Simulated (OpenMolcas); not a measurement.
Pt2+ (d8) in a complex was computed by SS-CASPT2, IPEA 0.25 Eh, imaginary shift 0.1 Eh with the d shell active (OpenMolcas, ANO-RCC-VDZP on the metal). Its lowest spin-free states, and all those of the highest spin:

| 2S+1 | Degeneracy | E (cm-1) |
| --- | --- | --- |
| 3 | 1 | 0 |
| 1 | 2 | 6470 |
| 1 | 1 | 13500 |
| 3 | 3 | 14430 |
| 3 | 3 | 19880 |
| 1 | 3 | 21740 |
| 1 | 3 | 24780 |
| 3 | 3 | 31500 |
| 1 | 2 | 39260 |
| 1 | 3 | 39380 |
| 1 | 1 | 52360 |

Q: Is the site octahedral, tetrahedral or cube-like, axial, or of lower symmetry?

A: The states with 2S+1 = 3 have orbital degeneracies 1, 3, 3, 3. Threefold states need a cubic site. For d8 at this spin an octahedron puts the single A2 below the threefold T2 and a tetrahedron or cube puts the threefold T1 below the threefold T2, so the site is octahedral. The first gap at this spin, 14400 cm-1, is |10Dq| in ligand-field theory. The run had Pt2+ with 6 ligands (chloride) in octahedral coordination (Oh) at 2.48 Å. A charge of +0.667 e stands 2.4 Å behind each ligand. Ligand basis ANO-RCC-VDZP.

Roots that are degenerate in the reference are averaged as groups; the widest CASPT2 spread within a group is 150 cm-1 (the 3-fold group of multiplicity 3 near 14400 cm-1 above the lowest state of its run). Shifts and gaps below about the spread of the groups concerned are not significant. Over all roots computed the reference weight is 0.65 to 0.66; a low but even weight reflects the number of correlated electrons. Real 4d8 and 5d8 ions are as a rule square planar and diamagnetic. The least metal-like active orbital is 81 % on the metal (Löwdin) and no ligand orbital is active, so the numbers are rough. Ligand-to-metal charge-transfer states are missing. With no ligand orbital active B as a rule stays too high, so bands that hang on it stand too high and its fall with covalency is understated. With one d shell and no ligand orbital active, 10Dq can be off by a tenth or more. The distance lies 3 % under the 2.56 Å that this model takes as the normal distance (a Shannon-type radius plus a fixed donor radius); by an R⁻⁵ law this alone changes a d-shell field by about +17 %. No measured value stands beside these numbers; the geometry was imposed, not optimised, and the real ion may take another.
